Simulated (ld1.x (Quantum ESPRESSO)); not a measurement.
# Scattering properties, TM potential for antimony

```json
{
  "Element": "antimony (Sb)",
  "Generator": "ld1.x (Quantum ESPRESSO) 7.5",
  "Type": "norm-conserving Troullier–Martins (Kleinman–Bylander form)",
  "Functional": "PBEsol",
  "Relativity": "fully relativistic",
  "Frozen core": "[Ar] 3d10",
  "Valence charge": "23",
  "Reference configuration": "4s2 4p6 4d10 5s1.75 5p3.25",
  "Partial waves": "4p (bound): rc 0.95 bohr; 4d (bound): rc 1.60 bohr; 4s (bound): rc 1.20 bohr",
  "Local potential": "the s channel",
  "Core correction": "Bessel-smoothed model core inside 0.70 bohr"
}
```

Open shells are filled in proportion to 2j + 1 (rel_dist='average').

Occupied shells without a wave of their own: 5p, 5s. They enter only through the test configuration that unscreens the potential, and ld1.x also counts them in the model core charge.

The phase is arctan(r·u′/u) with u = r·R(r), unwrapped; energies in Ry, scanned from -13 to 5 Ry. A pole is an energy at which the radial function vanishes at the test radius. The pseudo phase is shifted by a multiple of π to meet the all-electron one at the reference energy, and phase errors are pseudo minus all-electron; the curves can meet again beyond the range given. Levels narrower than the energy grid can be missing from the lists of poles.

```tsv
channel	radius (bohr)	reference energy (Ry)	poles, all-electron	poles, pseudo	unbroken range about the reference energy with phases within 0.05 rad	phase error 1 Ry above the reference energy (rad)
s	1.75	-10.94	-10.82	-10.82, 3.38	below -3.3	-0.001
p1/2	1.75	-7.93	-7.72	-7.72	below -1.1	-0.001
p3/2	1.75	-7.30	-7.04	-7.04	below -1.1	-0.002
d3/2	1.75	-2.54	-1.86	-1.86	below 2.6	-0.002
d5/2	1.75	-2.45	-1.74	-1.74	below 2.6	-0.002
```

A Bessel basis up to 400 Ry misses an occupied level by 0.04 Ry, so cutoffs and ghosts were not judged. The potential misses its own reference levels by up to 3.1 eV, so it is not fit for use. ld1.x takes every shell without a wave as core, so the model core holds the 5p, 5s electrons as well and exchange and correlation see them twice. This cancels in the reference configuration, but the file is broken for other ones, and its errors say nothing about a proper core correction.

Phases in the p1/2 channel:

| E (Ry) | all-electron | pseudo |
| --- | --- | --- |
| -13.00 | 1.391 | 1.391 |
| -12.04 | 1.380 | 1.380 |
| -11.08 | 1.365 | 1.365 |
| -10.12 | 1.343 | 1.342 |
| -9.16 | 1.294 | 1.293 |
| -8.20 | 0.601 | 0.595 |
| -7.24 | -1.698 | -1.698 |
| -6.28 | -1.767 | -1.768 |
| -5.32 | -1.806 | -1.809 |
| -4.36 | -1.844 | -1.849 |
| -3.40 | -1.891 | -1.899 |
| -2.44 | -1.957 | -1.973 |
| -1.48 | -2.061 | -2.096 |
| -0.52 | -2.256 | -2.349 |
| 0.44 | -2.689 | -2.966 |
| 1.40 | -3.511 | -3.852 |
| 2.36 | -4.113 | -4.292 |
| 3.32 | -4.377 | -4.480 |
| 4.28 | -4.509 | -4.582 |
